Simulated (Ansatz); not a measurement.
Ligand exchange through a proton shuttle

Start structure (SiH4Cl3OF, closed shell), relaxed at PBE0-D4/def2-TZVP:

```xyz
10
angstrom
Si -0.3014 -1.5579 0.0607
H 0.9004 -1.1891 0.8056
Cl -0.0013 -1.7433 -1.9353
Cl -0.9809 -3.3474 0.7559
Cl -1.8256 -0.2105 0.4031
H 1.0077 1.7368 -0.1031
O 1.2208 0.9441 -0.6094
H -0.8734 1.6886 1.0072
F -0.3745 2.4643 1.1454
H 1.2282 1.2144 -1.5300
```

The step: SiHCl₃ ([Cl][SiH]([Cl])[Cl]) + H₂O + HF → SiHCl₃O ([OH][Si]([Cl])([Cl])[Cl]) + HF + H₂; bonds formed: Si1–O7, H2–H8, H6–F9; bonds broken: Si1–H2, H6–O7, H8–F9. Ansatz 0.2.0; basis: def2-TZVPP and def2-QZVPP; cores frozen in the correlated methods. Extrapolation: Hartree–Fock as exp(−7.88 √X), correlation as X^−2.97. Energies below are by CCSD(T) at an estimated basis limit (MP2 extrapolated from triple and quadruple zeta, plus CCSD(T) − MP2 in triple zeta).

**Question.** What are the electronic barrier and the energy of the step, from the start structure to the end structure? (To be estimated.)

**Answer.** The calculation gives: Barrier 1.285 eV; step energy -0.785 eV (downhill); reverse barrier, their difference, 2.070 eV. Barrier and step energy count from the start structure, the reverse barrier from the end structure.

The saddle point: One imaginary mode of 1154i cm⁻¹.
| pair | start (Å) | saddle (Å) | end (Å) |
| --- | --- | --- | --- |
| Si1–O7 | 3.00 | 1.75 | 1.64 |
| H2–H8 | 3.39 | 0.99 | 0.75 |
| H6–F9 | 2.00 | 1.21 | 0.93 |
| Si1–H2 | 1.46 | 1.67 | 3.81 |
| H6–O7 | 0.96 | 1.13 | 1.75 |
| H8–F9 | 0.93 | 1.16 | 2.64 |

Zero-point energy (harmonic, PBE0-D4): ZPE is 1.355 eV at the start and 1.290 eV at the saddle, so the barrier goes from 1.285 to 1.219 eV.

No T1 diagnostic of these runs exceeds 0.011.

Labels in which every atom is bracketed show which atoms are joined, not bond orders.

For scale, one of the runs: CCSD(T)/def2-TZVPP, 286 basis functions, launched by `ansatz run in.yaml --threads 8 --pin off --events-out ev --progress --plain --max-ram 19148MiB`. Time: 4.3 min of wall clock on 8 CPU threads of an Arm Neoverse V1; the host was shared. Peak host memory: 8.3 GiB.
